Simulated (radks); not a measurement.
The mean radii <r> (bohr) of the occupied orbitals of an atom or ion are listed with their occupations. Method: Dirac Kohn-Sham, PBE, spin-unpolarised, spherical densities, point nucleus; computed with a radial shooting solver on a logarithmic mesh with Libxc functionals.

| orbital | occ. | <r> |
|---|---|---|
| 1s1/2 | 2 | 0.05031 |
| 2s1/2 | 2 | 0.2260 |
| 2p1/2 | 2 | 0.1959 |
| 2p3/2 | 4 | 0.1993 |
| 3s1/2 | 2 | 0.6809 |
| 3p1/2 | 2 | 0.7060 |
| 3p3/2 | 4 | 0.7168 |
| 3d3/2 | 4 | 0.9064 |
| 3d5/2 | 6 | 0.9151 |
| 4s1/2 | 2 | 2.655 |

Name the element and its charge. Open shells, if any, are shared by 2j + 1.

Answer. Z = 30, zinc, charge 0: Zn in [Ar] 3d10 4s2. The 1s radius gives Z: for a bare nucleus <r> = (2 gamma + 1)/(2Z) with gamma = sqrt(1 - (Z/c)^2), 0.04919 bohr for Z = 30, and screening makes it slightly larger (0.05031 here). The occupations add up to 30, and the charge is Z minus that.
